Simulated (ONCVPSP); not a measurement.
Ir: variants of one ONCV potential

Base potential:

ONCVPSP 4.0.1 input, shortened (lines: element, Z, core and valence counts, functional; n l f; lmax; l rc ep ncon nbas qcut; lloc lpopt rc5 dvloc0; l nproj debl; icmod fcfact rcfact), PBE, scalar-relativistic:

```
  Ir 77.00   10    4        4      upf
    1    0    2.00
    2    0    2.00
    2    1    6.00
    3    0    2.00
    3    1    6.00
    3    2   10.00
    4    0    2.00
    4    1    6.00
    4    2   10.00
    4    3   14.00
    5    0    2.00
    5    1    6.00
    5    2    7.00
    6    0    1.00
    3
    0    1.55    0.00    3    7    8.20
    1    1.85    0.00    4    7    8.20
    2    2.15    0.00    4    8    8.20
    3    1.55    0.29    4    8    6.80
    3    5    1.55    0.00
    0    2    3.40
    1    1    2.50
    2    3    1.70
    3    0    1.50
    1    0.25    0.00
```

Cutoffs, loose and tight: the cutoffs (Ha) at which the residual kinetic energy of the hardest occupied pseudo-wave falls to 1 and 0.1 mHa per electron. They do not see the model core or the augmentation charge, which bear on the density cutoff. Test errors are all-electron minus pseudo excitation energies from the reference, over the configurations 5s2 5p6 5d7 6s2; 5s2 5p6 5d7 6s0; 5s2 5p6 5d6 6s0; 5s2 5p6 5d5 6s0. A dash means not determined; rows that change the core or the reference have their own tests.

A true bound ghost makes a file unfit for plane-wave use even where its test errors are small: the radial tests pick states by their node count and pass the ghost by.

```csv
change,outcome,"cutoff, loose","cutoff, tight",bound ghosts,GHOST(+) flags above zero,largest test error (meV)
base,generated,24 Ha,28 Ha,p,s,-53
reference 5s2 5p6 5d7 6s2,generated,24 Ha,28 Ha,p,s,-23
"core [Kr] 4d10 4f14 5s2, valence charge 15; reference 5p6 5d7 6s1; waves now 6s: rc 2.40 bohr, ncon 4, nbas 9, qcut 2.5 1/bohr, 2 projectors, debl 2.9 Ha; 5p: rc 1.65 bohr, ncon 5, nbas 8, qcut 10.7 1/bohr, 2 projectors, debl 0.9 Ha; 5d: rc 1.35 bohr, ncon 4, nbas 7, qcut 8.1 1/bohr, 1 projector; f scattering state at 0.14 Ha: rc 2.60 bohr, ncon 5, nbas 9, qcut 4.3 1/bohr, 2 projectors, debl 1.3 Ha; local potential polynomial inside 1.05 bohr (lpopt 5, dvloc0 1 Ha)","generated, projector energies reset by the program",37 Ha,44 Ha,s,"s, f",-19
s: qcut 11.5; p: qcut 11.5; d: qcut 11.5; f: qcut 9.5,"failed: ERROR pspot: first pseudo wave function has node, program will stop",–,–,–,–,–
```

(1) What comes out with this change to the base: s: ncon 5, nbas 9?

Results:

(1) outcome: generated; cutoff, loose: 27 Ha; cutoff, tight: 32 Ha; bound ghosts: p; GHOST(+) flags above zero: none; largest test error (meV): -53.
